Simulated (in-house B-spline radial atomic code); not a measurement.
Inner levels of gallium as electrons are removed. A shift is the extra binding of the orbital against the neutral atom ([Ar] 3d10 4s2 4p1). Computed with a B-spline radial code for spherical atoms: non-relativistic Hartree-Fock, average of the configuration, point nuclei.

```json
{"ion": "Ga", "configuration": "[Ar] 3d10 4s2 4p1", "shift of 2p (eV)": "0", "shift of 2s (eV)": "0", "shift of 1s (eV)": "0", "radius of 2p (bohr)": "0.19209", "radius of 2s (bohr)": "0.22063", "radius of 1s (bohr)": "0.049408", "Σ<r²> (bohr²)": "40.978", "change of density at nucleus (bohr⁻³)": "-"}
{"ion": "Ga+", "configuration": "[Ar] 3d10 4s2", "shift of 2p (eV)": "8.2127", "shift of 2s (eV)": "8.2243", "shift of 1s (eV)": "8.2729", "radius of 2p (bohr)": "0.19209", "radius of 2s (bohr)": "0.22063", "radius of 1s (bohr)": "0.049408", "Σ<r²> (bohr²)": "25.233", "change of density at nucleus (bohr⁻³)": "2.1318"}
{"ion": "Ga2+", "configuration": "[Ar] 3d10 4s1", "shift of 2p (eV)": "19.928", "shift of 2s (eV)": "19.87", "shift of 1s (eV)": "20.139", "radius of 2p (bohr)": "0.19208", "radius of 2s (bohr)": "0.22064", "radius of 1s (bohr)": "0.049407", "Σ<r²> (bohr²)": "17.834", "change of density at nucleus (bohr⁻³)": "-4.7163"}
{"ion": "Ga3+", "configuration": "[Ar] 3d10", "shift of 2p (eV)": "33.09", "shift of 2s (eV)": "32.93", "shift of 1s (eV)": "33.522", "radius of 2p (bohr)": "0.19208", "radius of 2s (bohr)": "0.22065", "radius of 1s (bohr)": "0.049407", "Σ<r²> (bohr²)": "12.266", "change of density at nucleus (bohr⁻³)": "-14.898"}
{"ion": "Ga4+", "configuration": "[Ar] 3d9", "shift of 2p (eV)": "?", "shift of 2s (eV)": "?", "shift of 1s (eV)": "?", "radius of 2p (bohr)": "?", "radius of 2s (bohr)": "?", "radius of 1s (bohr)": "?", "Σ<r²> (bohr²)": "?", "change of density at nucleus (bohr⁻³)": "?"}
{"ion": "Ga5+", "configuration": "[Ar] 3d8", "shift of 2p (eV)": "89.625", "shift of 2s (eV)": "89.631", "shift of 1s (eV)": "88.773", "radius of 2p (bohr)": "0.19201", "radius of 2s (bohr)": "0.2206", "radius of 1s (bohr)": "0.04941", "Σ<r²> (bohr²)": "9.2904", "change of density at nucleus (bohr⁻³)": "-5.3262"}
{"ion": "Ga6+", "configuration": "[Ar] 3d7", "shift of 2p (eV)": "122.29", "shift of 2s (eV)": "122.37", "shift of 1s (eV)": "120.74", "radius of 2p (bohr)": "0.19195", "radius of 2s (bohr)": "0.22054", "radius of 1s (bohr)": "0.049411", "Σ<r²> (bohr²)": "8.1823", "change of density at nucleus (bohr⁻³)": "1.1925"}
{"ion": "Ga7+", "configuration": "[Ar] 3d6", "shift of 2p (eV)": "157.68", "shift of 2s (eV)": "157.83", "shift of 1s (eV)": "155.44", "radius of 2p (bohr)": "0.19185", "radius of 2s (bohr)": "0.22046", "radius of 1s (bohr)": "0.049413", "Σ<r²> (bohr²)": "7.2362", "change of density at nucleus (bohr⁻³)": "8.811"}
{"ion": "Ga8+", "configuration": "[Ar] 3d5", "shift of 2p (eV)": "195.69", "shift of 2s (eV)": "195.88", "shift of 1s (eV)": "192.79", "radius of 2p (bohr)": "0.19173", "radius of 2s (bohr)": "0.22035", "radius of 1s (bohr)": "0.049415", "Σ<r²> (bohr²)": "6.415", "change of density at nucleus (bohr⁻³)": "17.499"}
{"ion": "Ga9+", "configuration": "[Ar] 3d4", "shift of 2p (eV)": "?", "shift of 2s (eV)": "?", "shift of 1s (eV)": "?", "radius of 2p (bohr)": "?", "radius of 2s (bohr)": "?", "radius of 1s (bohr)": "?", "Σ<r²> (bohr²)": "?", "change of density at nucleus (bohr⁻³)": "?"}
{"ion": "Ga10+", "configuration": "[Ar] 3d3", "shift of 2p (eV)": "279.26", "shift of 2s (eV)": "279.47", "shift of 1s (eV)": "275.22", "radius of 2p (bohr)": "0.19138", "radius of 2s (bohr)": "0.22004", "radius of 1s (bohr)": "0.049419", "Σ<r²> (bohr²)": "5.053", "change of density at nucleus (bohr⁻³)": "37.998"}
{"ion": "Ga11+", "configuration": "[Ar] 3d2", "shift of 2p (eV)": "?", "shift of 2s (eV)": "?", "shift of 1s (eV)": "?", "radius of 2p (bohr)": "?", "radius of 2s (bohr)": "?", "radius of 1s (bohr)": "?", "Σ<r²> (bohr²)": "?", "change of density at nucleus (bohr⁻³)": "?"}
{"ion": "Ga12+", "configuration": "[Ar] 3d1", "shift of 2p (eV)": "372.5", "shift of 2s (eV)": "372.57", "shift of 1s (eV)": "367.73", "radius of 2p (bohr)": "0.19089", "radius of 2s (bohr)": "0.21959", "radius of 1s (bohr)": "0.049423", "Σ<r²> (bohr²)": "3.9657", "change of density at nucleus (bohr⁻³)": "62.58"}
{"ion": "Ga13+", "configuration": "[Ne] 3s2 3p6", "shift of 2p (eV)": "422.62", "shift of 2s (eV)": "422.56", "shift of 1s (eV)": "417.69", "radius of 2p (bohr)": "0.1906", "radius of 2s (bohr)": "0.21932", "radius of 1s (bohr)": "0.049426", "Σ<r²> (bohr²)": "3.5001", "change of density at nucleus (bohr⁻³)": "76.386"}
```

Fill in the row of Ga4+.

shift of 2p (eV): 59.827; shift of 2s (eV): 59.749; shift of 1s (eV): 59.645; radius of 2p (bohr): 0.19206; radius of 2s (bohr): 0.22063; radius of 1s (bohr): 0.049408; Σ<r²> (bohr²): 10.619; change of density at nucleus (bohr⁻³): -10.706.

Fill in the row of Ga9+.

shift of 2p (eV): 236.24; shift of 2s (eV): 236.45; shift of 1s (eV): 232.73; radius of 2p (bohr): 0.19157; radius of 2s (bohr): 0.22021; radius of 1s (bohr): 0.049416; Σ<r²> (bohr²): 5.6933; change of density at nucleus (bohr⁻³): 27.233.

Fill in the row of Ga11+.

shift of 2p (eV): 324.7; shift of 2s (eV): 324.86; shift of 1s (eV): 320.23; radius of 2p (bohr): 0.19116; radius of 2s (bohr): 0.21983; radius of 1s (bohr): 0.049421; Σ<r²> (bohr²): 4.4806; change of density at nucleus (bohr⁻³): 49.783.
